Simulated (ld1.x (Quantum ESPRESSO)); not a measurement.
# An all-electron radial function and its pseudo partner (hydrogen)

Columns: radius, all-electron u(r) and pseudo u(r) of the 1s shell (level -6.37 eV) of hydrogen in the configuration 1s1; Wu–Cohen, scalar-relativistic, TM semilocal scheme, ld1.x (Quantum ESPRESSO) 7.5.

| r (bohr) | all-electron | pseudo |
| --- | --- | --- |
| 0.050 | 0.0901 | 0.0756 |
| 0.100 | 0.1713 | 0.1500 |
| 0.150 | 0.2443 | 0.2219 |
| 0.200 | 0.3096 | 0.2902 |
| 0.250 | 0.3679 | 0.3538 |
| 0.300 | 0.4198 | 0.4118 |
| 0.350 | 0.4657 | 0.4636 |
| 0.400 | 0.5061 | 0.5089 |
| 0.450 | 0.5416 | 0.5475 |
| 0.500 | 0.5724 | 0.5800 |
| 0.550 | 0.5991 | 0.6067 |
| 0.600 | 0.6219 | 0.6285 |
| 0.650 | 0.6413 | 0.6462 |
| 0.700 | 0.6574 | 0.6607 |
| 0.750 | 0.6706 | 0.6724 |
| 0.800 | 0.6812 | 0.6820 |
| 0.850 | 0.6894 | 0.6896 |
| 0.900 | 0.6954 | 0.6954 |
| 0.950 | 0.6994 | 0.6994 |
| 1.000 | 0.7016 | 0.7016 |
| 1.050 | 0.7021 | 0.7021 |
| 1.100 | 0.7012 | 0.7012 |
| 1.150 | 0.6989 | 0.6989 |
| 1.200 | 0.6954 | 0.6954 |
| 1.250 | 0.6908 | 0.6908 |
| 1.300 | 0.6853 | 0.6853 |

(1) How many radial nodes do the two functions have?

(2) At about which radius was the pseudo-wave matched?

(3) Is the pseudo-wave norm-conserving?

## Answers

(1) The all-electron 1s function has n − l − 1 = 0; the pseudo-wave has 0.

(2) 1.00 bohr. The columns agree to 0.0005 from 0.85 bohr on; several derivatives are matched, so the curves merge somewhat inside the radius.

(3) Yes: the TM semilocal scheme keeps the norm inside the radius equal to the all-electron one, which fixes the energy derivative of the logarithmic derivative at the level.
